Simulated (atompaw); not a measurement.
# Plane-wave convergence, PAW (atompaw) potential for iridium (Ir)

atompaw 4.2.0.5 input, output lines left out:

```
Ir 77
GGA-PBE scalarrelativistic loggrid 2001 logderivrange -2 5 176
6 6 5 4 0 0
6 0 1.5
6 1 0
5 2 7.5
0 0 0
c
c
c
c
c
v
c
c
c
c
v
c
c
v
c
3
2.90 2.45 2.60 2.50
y
0.1
n
y
0.95
n
y
2.05
n
y
0.15
y
1.7
n
custom rrkj vanderbiltortho gaussian
4 0 troulliermartins
2.90
2.90
2.90
2.90
1.65
2.90
2.75
2.90
```

The pseudo-atom Hamiltonian at the reference potential is diagonalised in spherical Bessel functions j_l(qr) that vanish at 20 bohr, with q² up to the cutoff. All-electron valence levels (Ry): 6s -0.4360, 6p -0.0779, 5d -0.4598.

Problem. How do the lowest levels (Ry) of each channel move with the cutoff, and are there ghosts?

Solution.

```
cutoff (Ry)     s #1    s #2     p #1     d #1    d #2    f #1    f #2  Σ f·Δε (mRy)
          8  -0.4360  0.0065  -0.0778   0.0635  0.1515  0.1131  0.2384        3924.3
         12  -0.4360  0.0065  -0.0779   0.0629  0.1487  0.1131  0.2379        3919.7
         15  -0.4360  0.0065  -0.0779   0.0551  0.1078  0.1131  0.2379        3860.9
         21  -0.4360  0.0065  -0.0779  -0.3637  0.0653  0.1131  0.2379         719.9
         25  -0.4360  0.0065  -0.0779  -0.4164  0.0652  0.1131  0.2379         325.1
         35  -0.4360  0.0065  -0.0779  -0.4577  0.0651  0.1131  0.2379          15.3
         45  -0.4360  0.0065  -0.0779  -0.4593  0.0651  0.1131  0.2379           3.2
         50  -0.4360  0.0065  -0.0779  -0.4594  0.0651  0.1131  0.2379           2.7
         60  -0.4360  0.0065  -0.0779  -0.4596  0.0651  0.1131  0.2379           1.1
         70  -0.4360  0.0065  -0.0779  -0.4597  0.0651  0.1131  0.2379           0.4
         90  -0.4360  0.0065  -0.0779  -0.4597  0.0651  0.1131  0.2379           0.2
        400  -0.4360  0.0065  -0.0779  -0.4597  0.0651  0.1131  0.2379           0.0
```

Result: no extra level below or beside the all-electron valence levels (s, p, d, f tested); 10 mRy is reached at 40 Ry and 1 mRy at 70 Ry.
